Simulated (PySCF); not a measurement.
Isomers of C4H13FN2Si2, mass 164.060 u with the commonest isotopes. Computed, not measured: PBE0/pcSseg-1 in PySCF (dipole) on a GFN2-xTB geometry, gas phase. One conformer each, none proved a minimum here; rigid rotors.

Question: Order these by radius of gyration √(Σ m r²/M), largest first.
A. `[CH2:1]=[C:2]([CH2:3][F:4])[SiH2:5][N:6]([CH3:7])[SiH2:8][NH2:9]` with C1–C2–C3–F4 -135°, C1–C2–Si5–N6 59°, C2–Si5–N6–C7 82°, Si5–N6–Si8–N9 -20°, N6–Si8–N9–H 180° and -47°
B. `[NH2:1][Si@@H:2]([SiH3:3])[N:4]1[CH2:5][CH2:6][C@@H:7]([F:8])[CH2:9]1` with H–N1–Si2–Si3 51° and -172°, N1–Si2–N4–C5 162°, Si2–N4–C5–C6 -166°, N4–C5–C6–C7 -35°, C5–C6–C7–F8 -104°, C6–C7–C9–N4 10°
C. `[F:1][C@@H:2]1[CH2:3][N:4]([SiH3:5])[CH2:6][C@@H:7]1[NH:8][SiH3:9]` with C6–C7–N8–Si9 161°, F1–C2–C3–N4 -92°, C2–C3–N4–Si5 99°, C3–N4–C6–C7 42°, N4–C6–C7–N8 98°
D. `[CH3:1][NH:2][Si@H:3]([NH:4][SiH3:5])[C:6]1([F:7])[CH2:8][CH2:9]1` with C1–N2–Si3–N4 -61°, N2–Si3–N4–Si5 -170°, N2–Si3–C6–F7 -179°
E. `[CH3:1][C@:2]1([CH2:3][CH2:4][F:5])[NH:6][SiH2:7][NH:8][SiH2:9]1` with C1–C2–C3–C4 59°, C2–C3–C4–F5 55°, C1–C2–N6–Si7 -92°, C2–N6–Si7–N8 -18°, N6–Si7–N8–Si9 -1°, Si7–N8–Si9–C2 13°
F. `[CH3:1][C@@H:2]1[NH:3][SiH2:4][N:5]([CH3:6])[SiH2:7][C@@H:8]1[F:9]` with C1–C2–N3–Si4 167°, C2–N3–Si4–N5 28°, N3–Si4–N5–C6 -176°, Si4–N5–Si7–C8 -18°

Answer: B (2.452 Å), A (2.381 Å), D (2.319 Å), C (2.267 Å), E (2.185 Å), F (2.145 Å).

Question: Order these by dipole moment, smallest first.
A. `[NH2:1][Si@@H:2]([SiH3:3])[N:4]1[CH2:5][CH2:6][C@@H:7]([F:8])[CH2:9]1` with H–N1–Si2–Si3 51° and -172°, N1–Si2–N4–C5 162°, Si2–N4–C5–C6 -166°, N4–C5–C6–C7 -35°, C5–C6–C7–F8 -104°, C6–C7–C9–N4 10°
B. `[F:1][C@@H:2]1[CH2:3][N:4]([SiH3:5])[CH2:6][C@@H:7]1[NH:8][SiH3:9]` with C6–C7–N8–Si9 161°, F1–C2–C3–N4 -92°, C2–C3–N4–Si5 99°, C3–N4–C6–C7 42°, N4–C6–C7–N8 98°
C. `[CH2:1]=[C:2]([CH2:3][F:4])[SiH2:5][N:6]([CH3:7])[SiH2:8][NH2:9]` with C1–C2–C3–F4 -135°, C1–C2–Si5–N6 59°, C2–Si5–N6–C7 82°, Si5–N6–Si8–N9 -20°, N6–Si8–N9–H 180° and -47°
D. `[CH3:1][C@:2]1([CH2:3][CH2:4][F:5])[NH:6][SiH2:7][NH:8][SiH2:9]1` with C1–C2–C3–C4 59°, C2–C3–C4–F5 55°, C1–C2–N6–Si7 -92°, C2–N6–Si7–N8 -18°, N6–Si7–N8–Si9 -1°, Si7–N8–Si9–C2 13°
E. `[CH3:1][NH:2][Si@H:3]([NH:4][SiH3:5])[C:6]1([F:7])[CH2:8][CH2:9]1` with C1–N2–Si3–N4 -61°, N2–Si3–N4–Si5 -170°, N2–Si3–C6–F7 -179°
F. `[CH3:1][C@@H:2]1[NH:3][SiH2:4][N:5]([CH3:6])[SiH2:7][C@@H:8]1[F:9]` with C1–C2–N3–Si4 167°, C2–N3–Si4–N5 28°, N3–Si4–N5–C6 -176°, Si4–N5–Si7–C8 -18°

Answer: F (1.10 D), B (1.38 D), D (1.77 D), C (1.98 D), A (2.56 D), E (3.02 D).

Question: Order these by out-of-plane moment Σ m c² = (Ia + Ib − Ic)/2, smallest first.
A. `[CH3:1][NH:2][Si@H:3]([NH:4][SiH3:5])[C:6]1([F:7])[CH2:8][CH2:9]1` with C1–N2–Si3–N4 -61°, N2–Si3–N4–Si5 -170°, N2–Si3–C6–F7 -179°
B. `[F:1][C@@H:2]1[CH2:3][N:4]([SiH3:5])[CH2:6][C@@H:7]1[NH:8][SiH3:9]` with C6–C7–N8–Si9 161°, F1–C2–C3–N4 -92°, C2–C3–N4–Si5 99°, C3–N4–C6–C7 42°, N4–C6–C7–N8 98°
C. `[CH3:1][C@:2]1([CH2:3][CH2:4][F:5])[NH:6][SiH2:7][NH:8][SiH2:9]1` with C1–C2–C3–C4 59°, C2–C3–C4–F5 55°, C1–C2–N6–Si7 -92°, C2–N6–Si7–N8 -18°, N6–Si7–N8–Si9 -1°, Si7–N8–Si9–C2 13°
D. `[NH2:1][Si@@H:2]([SiH3:3])[N:4]1[CH2:5][CH2:6][C@@H:7]([F:8])[CH2:9]1` with H–N1–Si2–Si3 51° and -172°, N1–Si2–N4–C5 162°, Si2–N4–C5–C6 -166°, N4–C5–C6–C7 -35°, C5–C6–C7–F8 -104°, C6–C7–C9–N4 10°
E. `[CH3:1][C@@H:2]1[NH:3][SiH2:4][N:5]([CH3:6])[SiH2:7][C@@H:8]1[F:9]` with C1–C2–N3–Si4 167°, C2–N3–Si4–N5 28°, N3–Si4–N5–C6 -176°, Si4–N5–Si7–C8 -18°
F. `[CH2:1]=[C:2]([CH2:3][F:4])[SiH2:5][N:6]([CH3:7])[SiH2:8][NH2:9]` with C1–C2–C3–F4 -135°, C1–C2–Si5–N6 59°, C2–Si5–N6–C7 82°, Si5–N6–Si8–N9 -20°, N6–Si8–N9–H 180° and -47°
G. `[CH3:1][C@:2]1([SiH2:3][CH2:4][F:5])[CH2:6][NH:7][SiH2:8][NH:9]1` with C1–C2–Si3–C4 76°, C2–Si3–C4–F5 -46°, C1–C2–C6–N7 -81°, C2–C6–N7–Si8 -31°, C6–N7–Si8–N9 12°, N7–Si8–N9–C2 12°

Answer: A (51.27 u·Å²), E (55.72 u·Å²), C (66.41 u·Å²), F (71.88 u·Å²), G (91.14 u·Å²), D (106.38 u·Å²), B (106.89 u·Å²).

| SMILES | point group | Ia (u·Å²) | Ib (u·Å²) | Ic (u·Å²) | κ | μa (D) | μb (D) | μc (D) |
| --- | --- | --- | --- | --- | --- | --- | --- | --- |
| C=C(CF)[SiH2]N(C)[SiH2]N | C1 | 273.45 | 728.40 | 858.09 | -0.83 | 1.13 | 1.62 | 0.15 |
| C[C@]1(CCF)N[SiH2]N[SiH2]1 | C1 | 235.24 | 614.75 | 717.16 | -0.84 | 0.16 | 1.76 | 0.14 |
| F[C@@H]1CN([SiH3])C[C@@H]1N[SiH3] | C1 | 259.98 | 689.86 | 736.07 | -0.93 | 0.38 | 0.70 | 1.12 |
| C[C@]1([SiH2]CF)CN[SiH2]N1 | C1 | 246.64 | 691.62 | 755.97 | -0.91 | 0.44 | 0.98 | 0.97 |
| N[Si@@H]([SiH3])N1CC[C@@H](F)C1 | C1 | 255.74 | 837.01 | 880.00 | -0.96 | 0.61 | 2.46 | 0.39 |
| CN[Si@H](N[SiH3])C1(F)CC1 | C1 | 441.44 | 492.14 | 831.05 | 0.56 | 1.37 | 2.48 | 1.07 |
| C[C@@H]1N[SiH2]N(C)[SiH2][C@@H]1F | C1 | 287.58 | 523.16 | 699.31 | -0.53 | 0.56 | 0.07 | 0.95 |
